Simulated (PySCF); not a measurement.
**Basis and Hamiltonian dependence of the ionisation energy of Se²⁺**

Se²⁺ [Ar] 3d10 4s2 4p2 (3P) → Se³⁺ [Ar] 3d10 4s2 4p1 (2P). All values are computed (PySCF 2.14, energy differences of UHF-based or UKS calculations, no spin-orbit coupling). Values in eV.

```csv
basis,Hamiltonian,functions,UHF,LDA,PBE0,MP2 (valence),CCSD(T) (valence),CCSD(T) (valence and next inner shell)
cc-pVDZ-PP with ECP10MDF,ECP,23,30.962,n/a,n/a,31.222,31.258,n/a
6-31G*,non-relativistic,32,31.109,n/a,n/a,31.364,31.404,n/a
cc-pVTZ-DK,spin-free X2C,43,31.001,n/a,n/a,31.389,31.446,n/a
ANO-RCC-VTZP,spin-free X2C,43,30.998,31.754,31.628,31.381,31.436,31.507
x2c-TZVPPall,spin-free X2C,48,30.992,31.755,31.629,31.384,31.439,31.501
"x2c-TZVPPall with one added diffuse shell each of s, p, d type",spin-free X2C,57,30.991,31.758,31.631,31.384,31.440,31.502
def2-TZVPPD,non-relativistic,57,30.949,31.718,31.593,31.341,31.396,31.450
"aug-cc-pVTZ-PP with one added diffuse shell each of s, d, f type with ECP10MDF",ECP,68,30.996,31.643,31.554,31.394,31.451,n/a
dyall-av2z,non-relativistic,92,30.876,31.643,31.523,31.169,31.208,n/a
aug-cc-pVQZ-DK,spin-free X2C,93,30.997,31.751,31.627,31.428,31.479,n/a
x2c-QZVPPall,spin-free X2C,97,30.998,31.756,31.629,31.429,31.480,n/a
def2-QZVPPD,non-relativistic,98,30.951,31.716,31.591,31.384,31.434,n/a
aug-cc-pwCVQZ-PP with ECP10MDF,ECP,166,30.995,31.641,31.554,31.440,n/a,n/a
```

**Question.** Estimate the row for aug-cc-pwCVTZ-PP with ECP10MDF (ECP, 96 functions).

**Answer.** From the rows with the same Hamiltonian and similar size; the calculation gives UHF 30.99; LDA 31.64; PBE0 31.55; MP2 (valence) 31.40; CCSD(T) (valence) 31.46 (eV).

Extrapolation of MP2 (valence) from aug-cc-pwCVTZ-PP with ECP10MDF and aug-cc-pwCVQZ-PP with ECP10MDF: the correlation parts are 0.410 and 0.445 eV; with the X⁻³ form and unrounded values, (4³ × 0.445 − 3³ × 0.410)/(4³ − 3³) = 0.470 eV, and adding the Hartree-Fock value 30.995 eV of the larger basis gives 31.466 eV.

Frozen in the all-electron rows: valence: [Ar] 3d10; valence and next inner shell: [Ne]; with a core potential, the same shells as far as they lie outside it.

Non-relativistic rows lack the scalar-relativistic shift.

Between the lowest levels the reference is 31.697 ± 0.019 eV (measured; NIST Atomic Spectra Database, ionization energies); it includes spin-orbit coupling, which these numbers lack.
